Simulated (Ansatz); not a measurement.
The cluster Nb₃O₅, relaxed as a doublet with UKS PBE0-D4/def2-SVP in Ansatz, starting from the GFN1-xTB geometry. Force threshold 0.02 eV/Å.

In the def2 sets Nb takes a core potential; there is no spin–orbit coupling. The structure holds one bond between oxygen atoms, so isomers without such links may lie far lower. The charge 0 doublet is spin-contaminated (final ⟨S²⟩ up to 0.99, 0.75 for a pure state). Another isomer (doublet) lies 4.71 eV lower at PBE0-D4/def2-TZVP; other spin states weren't run for this one.

Start:

```xyz
8

Nb    1.1170   -1.5646    0.7969
Nb    0.5111    0.9805    0.5525
Nb   -0.9580   -1.0152   -0.9582
O    -0.3467   -1.6611   -2.4025
O    -2.2090   -1.8910   -0.2193
O    -0.7908    0.8549   -0.6272
O     1.7986    2.1943    0.9340
O     0.8779    2.1022    1.9237
```

(1) Estimate the energy that the relaxation releases and the steps that it takes.

(2) Does the start keep its bonding and symmetry?

(3) Predict the relaxed structure.

Answers

(1) 358.1 kJ/mol, in 20 steps; 4.5 min on 2 threads of AMD EPYC 7R13 on a shared host. No frequencies were taken in this run, so the end may be a saddle point.

(2) Bonds formed: Nb1–O4, Nb1–O5 (atoms count from 1).

(3) 
```xyz
8

Nb    0.388   -1.538    0.383
Nb    0.058    0.996    0.753
Nb   -1.171   -0.773   -1.253
O     0.510   -1.386   -1.712
O    -1.603   -2.057    0.013
O    -1.272    1.047   -0.664
O     1.884    1.507    0.713
O     1.206    2.205    1.768
```
Bond lengths (bridged metal pairs left out): 8 × Nb–O 1.85 to 2.10 Å; 1 × Nb–Nb 2.58 Å; 1 × O–O 1.44 Å.
